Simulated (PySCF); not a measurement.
Bond length, frequency and bond energy of LiBe by level of theory

State: ²Σ⁺ (doublet), unpaired electrons σ ↑. Set-up: basis Li pcseg-1, Be pcseg-1; no relativity; PySCF 2.14. De refers to Li + Be in their ground configurations, without counterpoise correction. The functionals are run spin-unrestricted. A positive dipole means Li(−)Be(+). Levels whose curve was spin-contaminated or gave no clean fit are not listed.

| Level | Re (Å) | ωe (cm⁻¹) | De (eV) | μ (D) | CPU s a point (SCF and correlation, without the integrals) |
| --- | --- | --- | --- | --- | --- |
| PBE | 2.604 | 333 | 0.53 | -2.29 | 0.12 |
| PBEsol | 2.615 | 331 | 0.55 | -2.33 | 0.082 |
| r²SCAN | 2.627 | 328 | 0.55 | -2.82 | 0.15 |
| PBE0 | 2.609 | 331 | 0.459 | -2.70 | 0.18 |
| MN15 | 2.701 | 265 | 0.399 | -1.40 | 0.16 |
| CAM-B3LYP | 2.564 | 342 | 0.357 | -3.23 | 0.19 |
| B2PLYP | 2.632 | 302 | 0.253 | -2.61 | 0.094 |

The bond length runs from 2.564 Å (CAM-B3LYP) to 2.701 Å (MN15). De spans 0.25 eV (B2PLYP, double hybrid) to 0.55 eV (r²SCAN, meta-GGA).

Correlated steps freeze no core orbitals. B2PLYP dipoles, levels and charges come from its SCF part alone. The state is the lowest determinant that a PBE0 search found; another state may lie lower at other levels.

The whole job (state search and all levels along the bond) took about 0.31 min on 1 thread of Intel Xeon 6975P-C (shared host), peak memory 0.28 GiB.
